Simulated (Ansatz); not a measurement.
Cartesian coordinates in Å:
```
N -1.721 1.282 1.668
Ge -1.061 -0.361 1.116
B 0.107 -0.130 -0.567
C 0.292 1.302 -1.115
F 1.118 1.410 -2.236
Ga 1.139 -1.684 -1.464
Se 3.155 -2.286 -0.444
H -2.439 1.656 1.062
H -2.094 1.266 2.608
H -0.198 -0.872 2.287
H -2.169 -1.420 0.870
H -0.683 1.741 -1.376
H 0.698 1.957 -0.329
H 0.803 -2.587 -2.694
H 3.052 -1.273 0.615
```

Total charge 0; spin multiplicity 1.

(1) List the PBE0/def2-TZVPP orbital energies in eV (the Gaussian-basis code of Ansatz). (Estimate.)

Results:

(1) The calculation gave: Occupied: -12361.36, -10859.97, -10147.30, -1584.17, -1421.19, -1421.16, -1421.13, -1358.22, -1253.19, -1208.04, -1208.03, -1208.02, -1109.36, -1109.28, -1109.25, -673.66, -391.00, -280.13, -214.58, -185.45, -170.96, -158.14, -158.03, -157.94, -151.42, -120.77, -120.75, -120.73, -104.40, -104.20, -104.11, -58.14, -58.11, -58.02, -57.93, -57.93, -33.65, -33.60, -33.56, -33.53, -33.52, -33.33, -23.60, -23.50, -23.41, -23.32, -23.29, -23.24, -20.10, -19.20, -15.82, -14.20, -14.06, -13.81, -13.45, -12.31, -11.17, -10.79, -10.23, -10.19, -9.71, -8.82, -8.43, -7.59, -7.35, -7.14. Lowest empty: -2.52, -1.38, 0.13, 0.15, 0.65, 1.32, 1.40, 1.85.
